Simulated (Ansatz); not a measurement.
Problem. Name a neutral molecule of Al, C, O and H with LUMO energy (B3LYP/def2-TZVPP) between -2.20 and -1.90 eV and HOMO–LUMO gap (PBE/def2-TZVPP) between 2.55 and 2.85 eV (Ansatz, PBE0-D4/def2-TZVP geometry).

Solution. `C=[C]1O[CH2][AlH]1` (-1.93 eV, 2.79 eV). Other molecules can fit too; these were computed, each in one conformer that needn't be the lowest.

B3LYP here is the variant with VWN-RPA as its local correlation; programs differ in this.
